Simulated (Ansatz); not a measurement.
`OC(O)O` + `N[SiH3]` → `OC(O)N[SiH3]` + H₂O  (substitution at a C–O bond)

Program: Ansatz. Geometries: PBE0-D4/def2-TZVP. ΔE: electronic, gas phase. CBS: MP2 limit from def2 TZ/QZ plus the TZ coupled-cluster correction, frozen cores. This one scheme is used for every species. DFT in def2-TZVPP. One conformer a species, not always the lowest.

`OC(O)O`:

Cartesian coordinates in Å:
```
O 1.073 0.639 -0.620
C -0.008 0.282 0.150
O 0.413 -0.540 1.181
O -0.973 -0.444 -0.561
H 1.554 -0.173 -0.822
H -0.430 1.225 0.523
H -0.329 -1.104 1.422
H -1.301 0.114 -1.272
```

`N[SiH3]`:

Z-matrix (Å, degrees):
```
Si
N 1 1.720
H 1 1.486 2 107.9
H 1 1.494 2 116.0 3 -120.3
H 1 1.486 2 107.9 3 119.4
H 2 1.007 1 119.6 3 -168.6
H 2 1.007 1 119.6 3 49.2
```

`OC(O)N[SiH3]`:

Cartesian coordinates in Å:
```
O -1.644 0.244 0.938
C -0.760 0.581 -0.084
O -0.882 1.969 -0.266
N 0.565 0.209 0.259
Si 1.233 -1.343 -0.113
H -2.456 0.742 0.796
H -1.030 0.056 -1.016
H -0.210 2.236 -0.900
H 0.849 0.655 1.123
H 0.911 -1.625 -1.535
H 0.724 -2.474 0.712
H 2.701 -1.249 0.086
```

H₂O:

```xyz
3

O    -0.374    0.070    0.080
H    -0.012   -0.335   -0.711
H     0.387    0.265    0.631
```

CCSD(T)/CBS gives 0.00 eV.

(1) Another level gave 0.00 eV. Which?
A. HF/def2-TZVPP
B. r2SCAN/def2-TZVPP
C. PBE0-D4/def2-TZVPP
D. MP2/def2-TZVPP

Largest T1 diagnostic among the species: 0.011.

Results:

(1) D. MP2/def2-TZVPP 0.00, r2SCAN 0.10, PBE0-D4 0.05, HF/def2-TZVPP 0.18 eV.

The D4 term adds −0.08 eV with B3LYP and −0.05 eV with PBE0; it sums over pairs of atoms, weighted by their polarisabilities, and B3LYP, whose exchange is more repulsive, gets the larger term. In def2-TZVPP, CCSD(T) changes the Hartree–Fock value by −0.15 eV (the triples alone add −0.02 eV) and MP2 by −0.18 eV.

B3LYP here is the variant with VWN-RPA as its local correlation; programs differ in this.
